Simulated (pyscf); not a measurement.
A first-order saddle from PySCF, ωB97X-D3(BJ)/def2-SVP:

```
Al
C 1 1.8800
H 2 1.0989 1 118.52
H 2 1.1037 3 111.85 1 -168.36
C 1 1.9569 2 136.57 3 163.91
H 5 1.1012 1 113.20 2 177.46
H 5 1.1029 6 108.13 1 -123.41
H 5 1.1048 6 107.61 7 -115.89
H 1 1.6723 2 60.01 3 -65.58
```
Charge 0, spin multiplicity 2.

Surface: doublet, charge 0. Lowest wavenumbers (cm⁻¹): 1568i, 44, 158, 247, 532.

Name the species on either side of this saddle.

[H₃C–Al–CH₃]• ⇌ •H₂C–AlH–CH₃, a hydrogen shift read from left to right: C–H broken and Al–H formed. At CCSD(T)/def2-TZVPP + ΔMP2(QZVPP) it lies +215.9 kJ/mol from the left side and +152.6 kJ/mol from the right (each side as separated species at their lowest minima found). This is the saddle that the search found; another between the same sides may lie lower. The CCSD(T) − MP2 part came from Ansatz, without density fitting, on the same reference.
